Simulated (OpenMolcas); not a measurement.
**Multiconfigurational calculation on Mn3+**

Input:

```
&GATEWAY
Coord
1

Mn 0.0 0.0 0.0
Basis=ANO-RCC-VTZP
Group=XYZ
NoMove
AngMom=0.0 0.0 0.0
AMFI
&SEWARD
&RASSCF
FileOrb=start.orb
Symmetry=1
Spin=5
nActEl=4 0 0
Inactive=3 6
Ras2=5 0
CIRoot=5 5 1
SDav=5
CIMx=300
Iter=120 100
PrWF=0.3
OrbListing=Nothing
MaxOrb=0
Atom
>>> COPY $Project.JobIph JOB001
&RASSCF
FileOrb=start.orb
Symmetry=1
Spin=3
nActEl=4 0 0
Inactive=3 6
Ras2=5 0
CIRoot=45 45 1
SDav=45
CIMx=300
Iter=120 100
PrWF=0.3
OrbListing=Nothing
MaxOrb=0
Atom
>>> COPY $Project.JobIph JOB002
&RASSCF
FileOrb=start.orb
Symmetry=1
Spin=1
nActEl=4 0 0
Inactive=3 6
Ras2=5 0
CIRoot=50 50 1
SDav=50
CIMx=300
Iter=120 100
PrWF=0.3
OrbListing=Nothing
MaxOrb=0
Atom
>>> COPY $Project.JobIph JOB003
&RASSI
NrOfJobIphs=3 5 45 50
1 2 3 4 5
1 2 3 4 5 6 7 8 9 10 11 12 13 14 15 16 17 18 19 20 21 22 23 24 25 26 27
28 29 30 31 32 33 34 35 36 37 38 39 40 41 42 43 44 45
1 2 3 4 5 6 7 8 9 10 11 12 13 14 15 16 17 18 19 20 21 22 23 24 25 26 27
28 29 30 31 32 33 34 35 36 37 38 39 40 41 42 43 44 45 46 47 48 49 50
IphNames
JOB001
JOB002
JOB003
EJob
SpinOrbit
DIPRint=1.0
SOCoupling=1000.0
Subsets=2
MEES
Property=10
'ANGMOM' 1 'ANGMOM' 2 'ANGMOM' 3 'MLTPL  1' 1 'MLTPL  1' 2 'MLTPL  1' 3
'AMFI' 1 'AMFI' 2 'AMFI' 3 'MLTPL  2' 6
SOProperty=3
'ANGMOM' 1 'ANGMOM' 2 'ANGMOM' 3
```

A driver script runs the steps one by one and writes start.orb anew before each from the orbitals found so far.

Output, cut to the results:

```
--- SEWARD ---
Basis set label: MN.ANO-RCC...6S5P3D2F1G.

      Electronic valence basis set:
      ------------------
      Associated Effective Charge  25.000000 au
      Associated Actual Charge     25.000000 au
      Nuclear Model: Point charge

      Shell  nPrim  nBasis  Cartesian Spherical Contaminant
         s      21       6        X
         p      15       5        X
         d      10       3                 X
         f       6       2                 X
         g       4       1                 X
                  Relativistic Douglas-Kroll-Hess integrals:
                    - DKH order of Hamiltonian: 2
                    - DKH order of Properties : 0
                  Atomic mean-field integrals
--- RASSCF ---
Wave function specifications:
      -----------------------------

      Number of closed shell electrons          18
      Number of electrons in active shells       4
      Max number of holes in RAS1 space          0
      Max nr of electrons in RAS3 space          0
      Number of inactive orbitals                9
      Number of active orbitals                  5
      Number of secondary orbitals              45
      Spin quantum number                      2.0
      State symmetry                             1
Orbital specifications:
      -----------------------

      Symmetry species                           1   2
                                                ag  au
      Frozen orbitals                            0   0
      Inactive orbitals                          3   6
      Active orbitals                            5   0
      RAS1 orbitals                              0   0
      RAS2 orbitals                              5   0
      RAS3 orbitals                              0   0
      Secondary orbitals                        22  23
      Deleted orbitals                           0   0
      Number of basis functions                 30  29
      Number of CSFs                             5
      Number of root(s) required                 5
      Iter CI   SX   CI       RASSCF       Energy    max ROT     max BLB   max BLB  Level Ln srch  Step   QN
          iter iter root      energy       change     param      element    value   shift minimum  type update
 Nr of preliminary CI iterations:   1
      Total energies have been shifted. Add                -1000.00 au
        1   1    8    0  -155.21880113    0.00E+00  -1.75E-01*   5  11 2 -3.32E-01*  0.00   0.00    SX    NO
        2   1    8    0  -155.37954589   -1.61E-01*  5.80E-02    4  10 2  2.26E-01*  0.00   0.00    SX    NO
        3   1    8    0  -155.39867331   -1.91E-02* -4.20E-02    5  11 2 -1.05E-01*  0.00   0.00    SX    NO
        4   1    8    0  -155.40538347   -6.71E-03*  2.54E-02    4  10 2  6.60E-02*  0.00   0.00    SX    NO
        5   1    8    0  -155.40748666   -2.10E-03*  9.61E-03    4  10 2 -3.86E-02*  0.00   0.62    QN   YES
        6   1    7    0  -155.40881308   -1.33E-03*  6.37E-04    5  11 2 -1.90E-03*  0.00   1.06    QN   YES
        7   1    5    0  -155.40881748   -4.41E-06*  1.22E-05    3  11 1 -5.77E-05   0.00   0.99    QN   YES
        8   1    5    0  -155.40881748   -2.82E-09  -2.73E-06    3  11 1 -1.19E-05   0.00   1.09    QN   YES
      Convergence after  8 iterations
        9   1    5    0  -155.40881748   -9.96E-11  -2.73E-06    5  11 2 -1.79E-06   0.00   1.09    QN   YES
      Natural orbitals and occupation numbers for root  1
      sym 1:   1.000000   1.000000   1.000000  -0.000000   1.000000
      Natural orbitals and occupation numbers for root  2
      sym 1:   1.000000  -0.000000   1.000000   1.000000   1.000000
      Natural orbitals and occupation numbers for root  3
      sym 1:   0.000000   1.000000   1.000000   1.000000   1.000000
::    RASSCF root number  1 Total energy:  -1155.40881748
::    RASSCF root number  2 Total energy:  -1155.40881748
::    RASSCF root number  3 Total energy:  -1155.40881748
::    RASSCF root number  4 Total energy:  -1155.40881748
::    RASSCF root number  5 Total energy:  -1155.40881748
--- RASSCF ---
Wave function specifications:
      -----------------------------

      Number of closed shell electrons          18
      Number of electrons in active shells       4
      Max number of holes in RAS1 space          0
      Max nr of electrons in RAS3 space          0
      Number of inactive orbitals                9
      Number of active orbitals                  5
      Number of secondary orbitals              45
...
--- RASSI ---
SPIN-FREE ENERGIES:
  (Shifted by EMIN (a.u.) =      -1155.4088174832)

 SF State       Relative EMIN(au)   Rel lowest level(eV)    D:o, cm**(-1)      L_eff

     1             0.0000000000        0.0000000000              0.0000         2.0
     2             0.0000000000        0.0000000000              0.0000         2.0
     3             0.0000000000        0.0000000000              0.0000         2.0
     4             0.0000000000        0.0000000000              0.0000         2.0
     5             0.0000000000        0.0000000000              0.0000         2.0
     6             0.1063014428        2.8926096196          23330.4700         5.0
     7             0.1063014428        2.8926096196          23330.4700         5.0
     8             0.1063014428        2.8926096196          23330.4700         5.0
     9             0.1063014428        2.8926096196          23330.4700         5.0
    10             0.1063014428        2.8926096196          23330.4700         5.0
    11             0.1063014428        2.8926096196          23330.4700         5.0
    12             0.1063014428        2.8926096196          23330.4700         5.0
    13             0.1063014428        2.8926096196          23330.4700         5.0
    14             0.1063014428        2.8926096196          23330.4700         5.0
    15             0.1063014428        2.8926096196          23330.4700         5.0
    16             0.1063014428        2.8926096196          23330.4700         5.0
    17             0.1185530186        3.2259919789          26019.3800         1.0
    18             0.1185530186        3.2259919789          26019.3800         1.0
    19             0.1185530186        3.2259919789          26019.3800         1.0
    20             0.1220620070        3.3214764190          26789.5140         3.0
    21             0.1220620070        3.3214764190          26789.5140         3.0
...
```

Levels above the lowest, from the spin-orbit matrix, grouped by J:

```tsv
Configuration	Term	J	E (eV)	Measured (eV)	g	Term weight %
3d⁴	⁵D	0	0.0000	0.0000		100
3d⁴	⁵D	1	0.0125	0.0123	1.501	100
3d⁴	⁵D	2	0.0370	0.0356	1.501	100
3d⁴	⁵D	3	0.0726	0.0685	1.501	100
3d⁴	⁵D	4	0.1182	0.1098	1.501	100
3d⁴	³H	4	2.9323	2.6385	0.801	99
3d⁴	³H	5	2.9582	2.6625	1.034	100
3d⁴	³H	6	2.9873	2.6879	1.167	100
3d⁴	³P(1)	0	3.1600	2.5608		100
3d⁴	³P(1)	1	3.2337	2.6382	1.501	100
3d⁴	³P(1)	2	3.3663	2.7679	1.499	100
3d⁴	³F(1)	2	3.3738	2.8257	0.668	100
3d⁴	³F(1)	3	3.3822	2.8346	1.074	97
3d⁴	³F(1)	4	3.3963	2.8466	1.243	96
3d⁴	³G	3	3.6965	3.1542	0.759	97
3d⁴	³G	4	3.7279	3.1828	1.055	96
3d⁴	³G	5	3.7542	3.2084	1.200	100
3d⁴	¹I	6	4.4078		1.000	100
3d⁴	¹G(1)	4	4.6484		1.001	99
3d⁴	³D	3	4.7727	3.8913	1.334	100
3d⁴	³D	2	4.7830	3.9022	1.167	99
3d⁴	³D	1	4.7941	3.9155	0.500	100
3d⁴	¹S(1)	0	5.3950			100
3d⁴	¹D(1)	2	5.7692		1.001	99
```

Against the 19 measured excited levels shown (Corliss and Sugar, J. Phys. Chem. Ref. Data 6, 1253 (1977)) the mean absolute deviation is 3700 cm-1; the largest miss in energy is 3d⁴ ³D₃: computed 4.7727, measured 3.8913 eV (+22.7 %).

Without dynamic correlation excited terms often stand tens of per cent too high (terms of higher spin than the ground term too low), and those without a measured partner can miss by more than the paired ones. Measured partners are found by configuration, term and J. A level has none where our copy of the source lacks it or the pairing is in doubt (some pairs that miss far off the trend of their configuration count as doubtful), and it then counts in no deviation. Only configurations of the active space appear. The table shows the lowest 24 of 34 levels.

The term weight is that of the spin-free term in the level, not the purity of its configuration. A number in round brackets counts repeated terms of one configuration in the order of the reference energies.
